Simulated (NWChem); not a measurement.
# CH6OSeSi; SMILES CO[Se][SiH3]

```xyz
10

Se     0.7967     0.0121    -0.0309
O     -0.4102     1.2720     0.6385
C     -1.0380     2.0488    -0.3708
H     -1.6517     1.4359    -1.0713
H     -1.7120     2.7472     0.1693
H     -0.3144     2.6470    -0.9700
Si    -0.7609    -1.6816     0.0037
H     -1.9594    -1.2969    -0.8191
H     -1.2032    -1.9867     1.4064
H     -0.0865    -2.8848    -0.5990
```
Atoms are numbered in this order, from 1.

Computed with NWChem. Medium grid unless said otherwise, to which SCAN and Minnesota functionals are sensitive. Coordinates come from a PBE-D3(BJ)/def2-SVP optimisation. Hybrids' shares of exact exchange are those that their runs print; pure functionals count as 0. The functionals differ in more than this share.

```csv
row,share of exact exchange,orbital gap (eV)
PBE/def2-SVP,0.00,3.14
SCAN/def2-SVP,0.00,3.56
B3LYP/def2-SVP,0.20,4.91
PW6B95/def2-SVP,0.28,withheld
MN15/def2-SVP,0.44,6.68
```

Question: Fit a straight line of the last column on the one before it, predict the withheld value, and compare with the run.

Answer: 
1. Means of the 4 shown rows: x = 0.160, y = 4.572. Slope Σ(x − x̄)(y − ȳ)/Σ(x − x̄)² = 0.9948/0.1312 = 7.582; intercept 3.359.
2. The shown rows scatter about the line by 0.150 (root mean square); the largest residual is -0.22, at PBE/def2-SVP.
3. At x = 0.28 (PW6B95/def2-SVP; inside the shown range) the line gives 5.48.
4. The run gives 5.52, +0.04 from the line, 0.3 times the scatter.
